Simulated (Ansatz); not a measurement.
Total energies of (LiOH)3 ring (Li₃O₃H₃) from Ansatz at PBE0-D4/def2-TZVP, gas phase (1 Eh = 27.2114 eV = 2625.5 kJ/mol). The reference geometry is relaxed at PBE0-D4/def2-SVP.

```json
{"state": "charge 0 singlet", "geometry": "reference", "energy (Eh)": "-250.10841"}
{"state": "charge 1 doublet", "geometry": "reference", "energy (Eh)": "-249.77506"}
{"state": "free Li atom (doublet)", "geometry": "–", "energy (Eh)": "-7.46705"}
{"state": "free O atom (triplet)", "geometry": "–", "energy (Eh)": "-75.01860"}
{"state": "free H atom (doublet)", "geometry": "–", "energy (Eh)": "-0.50104"}
```

Q: Work out the vertical ionisation energy to the doublet.

A: E(charge 1 doublet) − E(charge 0 singlet) = -249.77506 − (-250.10841) = 0.33335 Eh = 9.07 eV. For comparison, −ε of the highest occupied level is 7.05 eV at this level, 2.02 eV less.

Q: What is the binding energy per atom against free atoms?

A: Atoms: 3 × (-7.46705) + 3 × (-75.01860) + 3 × (-0.50104) = -248.96007 Eh. Binding: -248.96007 − (-250.10841) = 1.14834 Eh = 31.25 eV, or 3.47 eV for each of 9 atoms (no zero-point energy, no counterpoise term).
